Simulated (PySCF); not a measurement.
Species: Mg(CN)2, C₂MgN₂.
Cartesian coordinates in Å at the PBE0-D3(BJ)/def2-SVP level; atoms count from 1:
```xyz
5
C2MgN2 angstrom
Mg     0.025    0.011    0.000
C      0.008    0.011    2.032
N     -0.008    0.015    3.195
C     -0.002   -0.009   -2.032
N     -0.023   -0.028   -3.195
```

Method: delta-SCF UKS SCAN, pcX-2 on the ionised atom, pcseg-1 elsewhere, spin-free X2C (PySCF). The ground state was rerun for each ionised atom, in the same mixed basis as its hole state.

```tsv
ionised atom	basis functions	E(ground) (Eh)	binding energy (eV)
C2	97	-386.03926	291.561
N3	97	-386.04440	405.475
Mg1	101	-386.06864	1313.863
```

Q: Fill in the total energy of each core-ionised state.

A: With binding energy = E(ionised) − E(ground) and 27.2114 eV a hartree:

```csv
atom,binding energy (Eh),E(ionised) (Eh)
C2,10.7147,-375.3246
N3,14.9009,-371.1435
Mg1,48.2836,-337.7851
```

Q: How much do the ground-state energies differ, and what would follow from using one of them for all holes?

A: They run from -386.0686 Eh (core basis on Mg1) to -386.0393 Eh (on C2), 0.0293 Eh or 0.80 eV apart, though the state is the same; only basis and grid differ. Pairing the ion of C2 with the ground state of Mg1 would put its binding energy 0.80 eV too high.

Only 1s holes are shown. The first atom of each set that the bonding makes equivalent was ionised and stands for the set. Geometry: PBE0-D3(BJ)/def2-SVP; no solvent, vibrations or thermal averaging.

Hardware: x86-64 server, one thread, shared host. Cost: 4.3 s wall.
